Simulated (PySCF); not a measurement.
**Polarisability and C₆ of Sc⁺ (scandium, charge +1)**

[Ar] 3d1 4s1, high-spin 3D determinant. All numbers are calculated (PySCF 2.14, the spin-free X2C one-electron Hamiltonian (Gaussian nucleus), in aug-cc-pwCVTZ-DK with one added diffuse shell each of s, p, d, f, g type (11s10p8d5f4g, 152 functions)). Coupled (time-dependent) response in atomic units; α is the mean over directions.

```csv
method,mean α (bohr³),"α xx, yy, zz",C₆ (like pair),S(−4)
B3LYP,55.60,"56.34, 56.34, 54.12",367.4,2695
```

S(−4) is the Cauchy moment in α(ω) = α(0) + S(−4) ω² + …

α(iu) at B3LYP:

```tsv
u (hartree)	α(iu) (bohr³)
0	55.60
0.0500	49.65
0.100	37.96
0.200	20.74
0.300	12.85
0.500	6.906
0.750	4.331
1.00	3.128
1.50	1.928
2.00	1.318
3.00	0.7264
5.00	0.3197
```

A single London oscillator, α(iu) = α/(1 + u²/ω²), gives C₆ = (3/4) ω α². Matching the computed C₆ needs ω = 4 × 367.4 / (3 × 55.60²) = 0.158 hartree.

For an ion, C₆ is the dispersion term alone; charge-induced terms of lower order in 1/R come first.

The components differ because the open shell of this determinant is not spherical; for a pure term their mean is the scalar polarisability.
